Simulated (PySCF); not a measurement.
Ionisation energy of Be⁺ by level of theory

Be⁺ [He] 2s1 (2S) → Be²⁺ 1s2 (1S), as a difference of total energies. Calculation: PySCF 2.14, in aug-cc-pVDZ (4s3p2d, 23 functions); the non-relativistic Hamiltonian (point nucleus). The calculations carry no spin-orbit coupling.

```json
{"method": "UHF", "ionisation energy (eV)": "18.091", "error (eV)": "-0.120"}
{"method": "TPSS", "ionisation energy (eV)": "18.340", "error (eV)": "+0.129"}
{"method": "LDA", "ionisation energy (eV)": "18.174", "error (eV)": "-0.037"}
```

Reference: 18.211 eV (measured; NIST Atomic Spectra Database, ionization energies).
